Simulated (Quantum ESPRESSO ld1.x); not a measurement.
Species: Hg42+. Configuration: [Kr] 4d2. Calculated with ld1.x of Quantum ESPRESSO 7.5: Dirac Kohn-Sham, PBE, spin-unpolarised, spherical densities, point nucleus; open shells are shared between the two j in proportion to 2j + 1.

Unscreened Slater integrals over Kohn-Sham orbitals (cm^-1). Large and small components are both included.

| integral | value |
|---|---|
| F0(4d5/2,4d5/2) | 524030 |
| F2(4d5/2,4d5/2) | 266580 |
| F4(4d5/2,4d5/2) | 181820 |
| F0(4d5/2,4d3/2) | 528490 |
| F2(4d5/2,4d3/2) | 268350 |
| G2(4d5/2,4d3/2) | 266760 |
| G4(4d5/2,4d3/2) | 182010 |
| F0(4d5/2,4p3/2) | 519000 |
| F2(4d5/2,4p3/2) | 264770 |
| G1(4d5/2,4p3/2) | 325080 |
| G3(4d5/2,4p3/2) | 209520 |
| F0(4d5/2,4p1/2) | 535090 |
| G3(4d5/2,4p1/2) | 218170 |
| F0(4d5/2,4s1/2) | 532280 |
| G2(4d5/2,4s1/2) | 264020 |
| F0(4d3/2,4d3/2) | 533140 |
| F2(4d3/2,4d3/2) | 270450 |
| F0(4d3/2,4p3/2) | 523250 |
| F2(4d3/2,4p3/2) | 265990 |
| G1(4d3/2,4p3/2) | 322550 |
| G3(4d3/2,4p3/2) | 208500 |
| F0(4d3/2,4p1/2) | 539930 |
| G1(4d3/2,4p1/2) | 346310 |
| F0(4d3/2,4s1/2) | 536960 |
| G2(4d3/2,4s1/2) | 264850 |
| F0(4p3/2,4p3/2) | 515790 |
| F2(4p3/2,4p3/2) | 267620 |
| F0(4p3/2,4p1/2) | 531070 |
| G2(4p3/2,4p1/2) | 267700 |
| F0(4p3/2,4s1/2) | 528380 |
| G1(4p3/2,4s1/2) | 352680 |
| F0(4p1/2,4p1/2) | 548630 |
| F0(4p1/2,4s1/2) | 545350 |
| G1(4p1/2,4s1/2) | 363660 |
| F0(4s1/2,4s1/2) | 542570 |
